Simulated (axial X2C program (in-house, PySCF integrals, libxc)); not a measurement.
# Potential curves of TaO⁺, spin-free

All values were computed with an axial X2C code built on PySCF integrals. Spin-free means the one-electron spin-free X2C Hamiltonian. Basis: Ta dyall-cv3z [13s14p9d7f4g], O dyall-av3z [7s6p3d2f] (cores contracted in-house); Gaussian nuclei, density fitting, unrestricted open shells. Masses: Ta 180.948 u, O 15.995 u.

State: M_S = 1, Λ = 2 (beyond evenly filled blocks: σα, δ+α). Energies in cm⁻¹ from the fragments at the same level (Ta+ + O). Fits are polynomials in 1 − R0/R over 0.85 to 1.23 times the lowest point R0.

| R (Å) | PBE0 |
| --- | --- |
| 1.5079 | -52063 |
| 1.5576 | -56512 |
| 1.6073 | -58821 |
| 1.6570 | -59439 |
| 1.7150 | -58515 |
| 1.7730 | -56276 |
| 1.8476 | -52084 |
| 1.9387 | -45865 |

Occupations by symmetry block were frozen at the best pattern of an incomplete PBE0 search. Dissociation energies refer to the lowest single-determinant-based atoms at the same level and basis. Other states lie close and PBE0, whose exact exchange favours high spin, may order them wrongly; the determinant shown need not be the ground state. The nearest other spin-free determinant of the search, M_S = 0, Λ = 0, lies 0.82 eV up at the distance of the search. The functionals have no current-density term, which raises determinants with orbital currents, atoms included. The determinant is spin-polarised beyond a pure state at some levels (its spin-free form has ⟨S²⟩ too high), which makes Re and μ there less reliable.

Question: Fit the PBE0 curve near its minimum: give the equilibrium distance, the harmonic wavenumber and the well depth.

Answer: At PBE0, spin-free: Re = 1.653 Å, ωe ≈ 1110 cm⁻¹, De = 7.37 eV to Ta+ + O; Be follows as 0.42 cm⁻¹.
